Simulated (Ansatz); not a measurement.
A single point on BClH₉NSi₃, SMILES `BN([SiH2][SiH3])[SiH2]Cl`.

```yaml
crystal:
  periodic: [false, false, false]
  atoms:
    - {symbol: B, position_ang: [0.761210, 1.807609, -0.152775]}
    - {symbol: N, position_ang: [-0.143071, 0.848663, 0.352454]}
    - {symbol: Si, position_ang: [0.489266, -0.721942, 0.868547]}
    - {symbol: Si, position_ang: [1.073590, -2.033178, -0.979164]}
    - {symbol: Si, position_ang: [-1.845604, 1.172109, 0.422017]}
    - {symbol: Cl, position_ang: [-2.840145, -0.147522, -0.802663]}
    - {symbol: H, position_ang: [0.360779, 2.867818, -0.540266]}
    - {symbol: H, position_ang: [1.932472, 1.546786, -0.185760]}
    - {symbol: H, position_ang: [-0.590174, -1.383749, 1.652515]}
    - {symbol: H, position_ang: [1.655046, -0.495553, 1.761142]}
    - {symbol: H, position_ang: [1.663213, -3.319544, -0.518135]}
    - {symbol: H, position_ang: [-0.128344, -2.313314, -1.806960]}
    - {symbol: H, position_ang: [2.076717, -1.310858, -1.806821]}
    - {symbol: H, position_ang: [-2.104829, 2.544966, -0.053080]}
    - {symbol: H, position_ang: [-2.360127, 0.937700, 1.788958]}
basis:
  gaussian: {orbitals: def2-QZVPP}
correlation: {method: mp2}
```

```sh
$ ansatz run in.yaml --threads 2 --pin off --events-out ev --progress --plain --max-ram 32768MiB --backend cuda --devices 0, --max-vram 18GiB
```

It prints (some lines left out):

```
Functional definition: HF
3883 factors; integrals over basis functions are off by at most 7.6e-4 eV
mean field evaluation 1: about -38388.2734 eV, gradient 4.1e1 eV
mean field evaluation 2: about -38388.4697 eV, gradient 4.1e1 eV
mean field evaluation 4: about -38393.0695 eV, gradient 5.3e0 eV
mean field evaluation 8: about -38393.1780 eV, gradient 2.8e-1 eV
mean field -38393.17845529 eV, -1410.9232844010 hartree, gradient 2.5e-6 eV, S^2 0.000000; 0 other end points of the search recorded, 0 dependent functions left out
22 core orbitals not correlated: weight in the atoms' cores, before any rotation towards them, 1.000 or more for the frozen orbitals, at most 0.000 for the correlated occupied ones
reference -38393.17845529 eV, -1410.9232844010 hartree; 18, 18 occupied and 624, 624 virtual orbitals, 3883 factors
second order -25.58946973 eV of doubles, -0.00000000 eV of singles
Total energy: -38418.76792503 eV, -1411.8636800685 hartree
```

Run time 14 s (2 threads of an AMD EPYC 7R13 on a shared host and a share of an NVIDIA H100 80 GB); peak host memory 1.2 GiB.
